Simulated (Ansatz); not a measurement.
CH₂GeN, SMILES `N#[C][GeH2]` radical. The species carries charge 0 and has multiplicity 2.

```xyz
5

N    -0.8895    1.7176    1.2167
C    -0.3703    0.8606    0.6443
Ge    0.6130   -0.5317   -0.2209
H    -0.0869   -1.8653    0.0690
H     0.7336   -0.1811   -1.7092
```

**Question.** List the harmonic frequencies (cm⁻¹, unscaled) at PBE0-D4/def2-TZVP in Ansatz. (Best estimate.)

**Answer.** Ansatz gave: 247, 268, 485, 618, 631, 826, 2143, 2179, 2293.

**Question.** Is this a minimum?

**Answer.** Yes, all 9 modes are real.

**Question.** Give the ideal-gas thermochemistry at 298.15 K and 1 bar (rigid rotor, harmonic oscillator; point group Cs, symmetry number 1).

**Answer.** Zero-point energy 58.0 kJ/mol; H(298) − E = 72.0 kJ/mol; entropy 288.7 J/(mol·K), of which translation 166.4, rotation 95.4, vibration 21.2, electronic 5.8; G(298) − E = -14.1 kJ/mol.

**Question.** Rotational constants (cm⁻¹)?

**Answer.** 3.982, 0.125, 0.1227.
